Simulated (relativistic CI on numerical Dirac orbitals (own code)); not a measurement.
**Radial parameters of Fe⁺**

Method of calculation: Dirac-Coulomb-Breit CI, KLI orbitals optimised for each configuration, model QED (radiative potential, 1s self-energy scaled to tabulated hydrogen-like ionisation energies), valence Slater integrals scaled by 0.85, P86 correlation energy added to each configuration (own radial code, finite nucleus).

Slater integrals F^k, G^k are unscaled and averaged over j, outside the closed core [Ar]; ζ comes from projecting the Hamiltonian with its Breit term on Σ l·s of the shell.

- 3d6 4s: F^2(3d,3d) = 85114, F^4(3d,3d) = 52709, ζ(3d) = 392.46, G^2(3d,4s) = 11646 cm⁻¹; <r>(3d) = 1.098, <r^2>(3d) = 1.581, <r>(4s) = 2.737, <r^2>(4s) = 8.611 (bohr units).
- 3d7: F^2(3d,3d) = 78148, F^4(3d,3d) = 48118, ζ(3d) = 342.27 cm⁻¹; <r>(3d) = 1.181, <r^2>(3d) = 1.862 (bohr units).
- 3d5 4s2: F^2(3d,3d) = 92379, F^4(3d,3d) = 57525, ζ(3d) = 442.08 cm⁻¹; <r>(3d) = 1.022, <r^2>(3d) = 1.339 (bohr units).

Question: Give the Racah parameters of the d shell in 3d6 4s.

Answer: B = F²/49 − 5F⁴/441 = 1139 cm⁻¹ and C = 35F⁴/441 = 4183 cm⁻¹; values fitted to spectra at such low charge are typically 15 to 30 % smaller.

In this model ζ of a weakly bound d, f or g electron outside closed shells comes out too small, for d by up to a factor of two or three and at times with the wrong sign; that of an outer p electron is too small as well.

Correlation outside the listed configurations is missing or only estimated: errors of thousands of cm⁻¹ between configurations and terms are usual at this charge. Rates and lifetimes follow the computed energies and can be off by large factors. The fine structure of a lone outer electron comes out too small, for d and f at times inverted, and misplaced configurations move strength between like terms. 127 of the 132 excited levels that our extract of the measured tables holds in this range could be paired (the sources list more); they are missed by 2205 cm⁻¹ on average and 7279 at most, and levels without a partner can miss by more.

Averages of the first 10 configurations, taken without configuration mixing, which lowers the lowest level and can move excited configurations by several eV; other configurations of the list can lie among them:

```csv
Configuration,Parity,States,Average energy above the lowest level (eV)
3d6 4s,even,420,4.0
3d7,even,120,3.2
3d5 4s2,even,252,9.3
3d6 4p,odd,1260,8.7
3d5 4s 4p,odd,3024,13.7
3d6 4d,even,2100,13.5
3d6 4f,odd,2940,16.0
3d6 5s,even,420,12.9
3d6 5p,odd,1260,14.3
3d6 6s,even,420,15.7
```
